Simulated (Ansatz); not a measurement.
`[AlH2][S][AlH][SiH3]` at its PBE0-D4/def2-TZVP geometry, where that method's forces vanish. The species carries charge 0 and has multiplicity 1.

```xyz
10

Al   -1.2844    1.0053   -0.5816
S    -1.3744    1.0802    1.6527
Al    0.5662    0.1565    1.7438
Si    0.8967   -1.0005   -0.4028
H    -0.0982    1.8333   -1.2401
H    -2.6071    0.6188   -1.3561
H     1.5154    0.1041    3.0037
H     1.9453   -0.5847   -1.3680
H    -0.4278   -0.7247   -1.1295
H     0.8683   -2.4884   -0.3220
```

(1) What forces (eV/Å) does B3LYP-D4/def2-TZVPP give on these atoms in Ansatz 0.2.0? (Best estimate.)

Results:

(1) Ansatz gave: 
```
Al1 -0.145  0.108 -0.266
S2  -0.052  0.030  0.056
Al3  0.168 -0.055  0.163
Si4  0.046 -0.145 -0.097
H5  -0.107 -0.049  0.045
H6   0.086  0.043  0.052
H7  -0.057  0.001 -0.082
H8  -0.059 -0.034  0.057
H9   0.106  0.020  0.080
H10  0.015  0.081 -0.008
```

B3LYP here is the variant with VWN-RPA as its local correlation; programs differ in this.
